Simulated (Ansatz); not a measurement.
Wavefunction ladder for CH$_{8}$Si$_{3}$ (`C1[SiH2][SiH2][SiH2]1`)

```xyz
12

C    -0.863   -0.322   -0.989
Si   -0.062    1.339   -0.539
Si    1.413    0.203    0.893
Si   -0.420   -1.240    0.612
H    -1.916   -0.301   -1.269
H    -0.296   -0.769   -1.813
H    -1.014    2.170    0.250
H     0.431    2.149   -1.687
H     1.792    0.744    2.223
H     2.628   -0.284    0.181
H    -1.451   -0.978    1.655
H    -0.243   -2.713    0.483
```

Total charge 0; spin multiplicity 1. Geometry: relaxed with PBE0-D4/def2-TZVP. Frozen core, restricted reference, the Gaussian-basis code of Ansatz. CBS rows extrapolate triple and quadruple zeta; past MP2 they add the triple-zeta difference.

```tsv
basis	HF (Eh)	MP2 corr.
def2-SVP	-909.00257	-0.43911
def2-TZVPP	-909.35386	-0.54627
def2-QZVPP	-909.38207	-0.58430
```

**Question.** Estimate the CCSD correlation energy and the (T) correction in each basis where they were run (hartree).

**Answer.** 
```json
{"basis": "def2-SVP", "CCSD corr.": "-0.50749", "(T)": "-0.01633"}
{"basis": "def2-TZVPP", "CCSD corr.": "-0.61192", "(T)": "-0.02528"}
{"basis": "CBS(def2)", "CCSD corr.": "-0.67813", "(T)": "as TZ"}
```
